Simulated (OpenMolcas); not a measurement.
# Levels of Os+ by method

```yaml
Program: OpenMolcas 26.06
Basis: ANO-R2 [8s6p5d3f1g]
Scalar_Hamiltonian: X2C, finite nucleus
Active_space: 7 electrons in 6 orbitals (5d 6s)
State_averaging: 2S+1 = 6 even, 6 roots; 2S+1 = 4 even, 67 roots kept (CI in the orbitals of an earlier block); 2S+1 = 2 even, 93 roots kept (CI in the orbitals of an earlier block)
Spin-orbit_coupling: state interaction with AMFI integrals over the reference wave functions, term energies averaged over their components
```

Methods on the same reference wave functions:
A. CASSCF
B. SS-CASPT2, IPEA 0.25 Eh, imaginary shift 0.1 Eh (closed shells correlated: 5s 5p)
C. MS-CASPT2, IPEA 0.25 Eh, imaginary shift 0.1 Eh (closed shells correlated: 5s 5p)

Energies in cm⁻¹ above 5d⁶ 6s ⁶D_9/2, the measured ground level; measured values from NIST Handbook of Basic Atomic Spectroscopic Data.

```tsv
Level	A	B	C	Measured
5d⁶ 6s ⁶D_9/2	0.0	0.0	0.0	0.0
5d⁶ 6s ⁶D_7/2	3533	3680	3520	3593
5d⁶ 6s ⁶D_5/2 [58 %]	4792	4000	4100	3929
5d⁶ 6s ⁶D_3/2	6258	5860	5850	5592
5d⁶ 6s ⁶D_1/2	7208	7010	7010	6637
5d⁷ ⁴F_9/2 [73 %]	14838	10420	8200	
5d⁷ ⁴F_5/2 [60 %]	20004	15610	15110	
5d⁷ ⁴F_7/2 [56 %]	20155	15550	13940	
5d⁶ 6s ⁴H_13/2	22044	20110	19770	
5d⁶ 6s ⁴P_1/2(1) [66 %]	22301	18370	16310	
5d⁶ 6s ⁴D_1/2(1) [58 %]	24760	19640	19000	
5d⁶ 6s ⁴D_1/2(2) [64 %]	30634	25880	25670
```

Deviations, from unrounded energies. A percentage is the sum of absolute deviations over the sum of measured energies, with the sign that they share, or ± where signs differ.

| Against measurement | Levels | A | B | C |
| --- | --- | --- | --- | --- |
| mean absolute deviation (cm-1) | 4 | 540 | 200 | 220 |
| fine structure of the ground term (%) | 4 | ±10.9 | +4.0 | ±4.4 |

B lies closest to measurement on these levels and A furthest from it. The largest miss of B in the table is 5d⁶ 6s ⁶D_1/2, by +370 cm-1. The ranking rests on the paired levels alone, and a cruder setting can come out closer through cancelling errors.

Between B and C the level of the table that moves most is 5d⁷ ⁴F_9/2 [73 %], by 2200 cm-1 (lowest in C, highest in B). Moves below CASPT2's spread within the term are not significant.

The mean deviations of B to C differ by less than CASPT2's widest spread within a term (510 cm-1), so their order carries little weight.

From A to B the spin-free energies of the other terms of 5d⁶ 6s shown, above ⁶D, scale by factors of 0.68 to 0.88.

The lowest spin-free term lies below A's lowest term by 0.395 hartree in B, 0.395 hartree in C.

CASPT2 does not keep the components of a term degenerate, so their means are used; among the terms shown or strongly mixed into the levels shown the widest spread is 510 cm-1 (5d⁷ ⁴F, C). Terms from blocks run as CI alone lack orbitals of their own. Configurations are named by rounded mean occupations; where the s occupation lies near a half they are strongly mixed, a name can repeat and a true partner stay unpaired. A single d shell beside an s shell can misplace configurations of different d count against each other. Without dynamic correlation excited terms often stand tens of per cent too high (terms of higher spin than the ground term too low), and those without a measured partner can miss by more than the paired ones (holds for A). Blocks of more than 70 roots (2S+1 = 2 even) ran without multistate coupling (holds for C). The CASPT2 spread within a term exceeds the gap to the next term for 5d⁶ 6s ⁴P(1) and 5d⁷ ⁴F, 5d⁶ 6s ²D(1) and 5d⁶ 6s ⁴H, so the order of their levels is uncertain, and so are names and mixing where such terms share a J (holds for C). Measured partners are found by configuration, term and J. A level has none where our copy of the source lacks it or the pairing is in doubt (some pairs that miss far off the trend of their configuration count as doubtful), and it then counts in no deviation. Only configurations of the active space appear. Levels that lie high or do not pair safely by name in every column are left out.

A share in square brackets marks a mixed level and gives the weight of the term that names it, the lowest over the columns. A number in round brackets counts repeated terms of one configuration in the order of the reference energies.
